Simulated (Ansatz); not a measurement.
C2H7ClOSi (`CCO[SiH2]Cl`), relaxed with RKS PBE-D4/def2-SVP in Ansatz from a rough embedded geometry. The force threshold is 0.03 eV/Å; the program also tests the step.

Total charge 0; spin multiplicity 1.

Start:

```xyz
12

C    -1.124    0.891    1.241
C     0.058    0.471    0.495
O    -0.351   -0.568   -0.371
Si    0.868   -1.336   -1.392
Cl    1.286    0.010   -2.818
H    -1.625    0.113    1.795
H    -0.915    1.731    1.917
H    -1.936    1.272    0.506
H     0.833    0.148    1.195
H     0.494    1.331   -0.073
H     2.076   -1.527   -0.527
H     0.337   -2.537   -1.969
```

```
step  energy (eV)  largest force (eV/Å)  largest move (Å)
   1  -24613.3502                 3.262             0.000
   2  -24613.6714                 1.629             0.143
   3  -24613.7454                 0.296             0.056
   4  -24613.7535                 0.137             0.103
   5  -24613.7596                 0.039             0.057
   6  -24613.7617                 0.074             0.037
   7  -24613.7625                 0.012             0.021
```

End:

```xyz
12

C    -1.197    0.913    1.253
C     0.052    0.523    0.483
O    -0.239   -0.609   -0.341
Si    0.874   -1.323   -1.353
Cl    1.509    0.025   -2.814
H    -1.541    0.075    1.892
H    -0.994    1.789    1.901
H    -2.018    1.174    0.556
H     0.883    0.279    1.187
H     0.400    1.370   -0.152
H     2.103   -1.754   -0.603
H     0.167   -2.462   -2.010
```

It took 16 s on 4 threads of a server CPU on a shared host, with 0.16 GiB of host memory at the peak.
